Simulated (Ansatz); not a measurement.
Coupled-cluster run, `[SiH3][AlH][SiH]1CO1`.

```yaml
crystal:
  periodic: [false, false, false]
  atoms:
    - {symbol: Si, position_ang: [-1.965860, -0.859038, 1.072103]}
    - {symbol: Al, position_ang: [0.436154, -0.585511, 1.487724]}
    - {symbol: Si, position_ang: [1.568331, 0.783482, -0.176079]}
    - {symbol: C, position_ang: [0.999897, 0.608676, -1.911999]}
    - {symbol: O, position_ang: [0.507968, 1.706137, -1.120334]}
    - {symbol: H, position_ang: [-2.554471, -2.043558, 1.757832]}
    - {symbol: H, position_ang: [-2.233118, -0.991486, -0.387740]}
    - {symbol: H, position_ang: [-2.691286, 0.351709, 1.553777]}
    - {symbol: H, position_ang: [1.219779, -1.263577, 2.692045]}
    - {symbol: H, position_ang: [2.899313, 1.429196, -0.003817]}
    - {symbol: H, position_ang: [0.232017, -0.105050, -2.205172]}
    - {symbol: H, position_ang: [1.658176, 0.913619, -2.724443]}
basis:
  gaussian: {orbitals: def2-TZVPP}
correlation: {method: ccsd_t}
output: {orbitals: {seedname: orbitals}}
```

```sh
$ ansatz run in.yaml --threads 4 --pin off --events-out ev --progress --plain --max-ram 10444MiB
```

Output of Ansatz, abridged:

```
Functional definition: HF
1668 factors; integrals over basis functions are off by at most 9.5e-4 eV
mean field evaluation 1: about -25482.1305 eV, gradient 3.8e1 eV
mean field evaluation 2: about -25482.4704 eV, gradient 3.9e1 eV
mean field evaluation 4: about -25486.6273 eV, gradient 4.9e0 eV
mean field evaluation 8: about -25486.7382 eV, gradient 3.8e-1 eV
mean field evaluation 16: about -25486.7390 eV, gradient 1.8e-6 eV
mean field -25486.73900755 eV, -936.6203829952 hartree, gradient 1.8e-6 eV, S^2 0.000000; 1 other end points of the search recorded, 0 dependent functions left out
17 core orbitals not correlated: weight in the atoms' cores, before any rotation towards them, 1.000 or more for the frozen orbitals, at most 0.000 for the correlated occupied ones
reference -25486.73900755 eV, -936.6203829952 hartree; 14, 14 occupied and 255, 255 virtual orbitals, 1668 factors
second order -19.72783175 eV of doubles, -0.00000000 eV of singles
cycle   1  -20.53941264 eV  change   -8.1e-1 eV  update   1.2e-1
cycle   2  -21.18175000 eV  change   -6.4e-1 eV  update   4.2e-2
cycle   3  -21.35839304 eV  change   -1.8e-1 eV  update   2.6e-2
cycle   4  -21.34536547 eV  change    1.3e-2 eV  update   7.3e-3
cycle   5  -21.34201577 eV  change    3.3e-3 eV  update   4.5e-3
cycle   6  -21.34334576 eV  change   -1.3e-3 eV  update   1.8e-3
cycle   7  -21.34280344 eV  change    5.4e-4 eV  update   9.2e-4
cycle   8  -21.34258507 eV  change    2.2e-4 eV  update   3.5e-4
cycle   9  -21.34278267 eV  change   -2.0e-4 eV  update   1.3e-4
cycle  10  -21.34284553 eV  change   -6.3e-5 eV  update   4.9e-5
cycle  11  -21.34279788 eV  change    4.8e-5 eV  update   1.8e-5
cycle  12  -21.34280876 eV  change   -1.1e-5 eV  update   8.7e-6
perturbative correction -0.87861330 eV, -0.0322884431 hartree
Total energy: -25508.96042961 eV, -937.4370051938 hartree
```

It took 3.2 min on 4 threads of an Arm Neoverse V2 on a shared host, with 7.8 GiB of host memory at the peak.

MP2 recovers 88.8 % of the CCSD(T) correlation energy and the triples give 4.0 %; T1 = 0.0162.
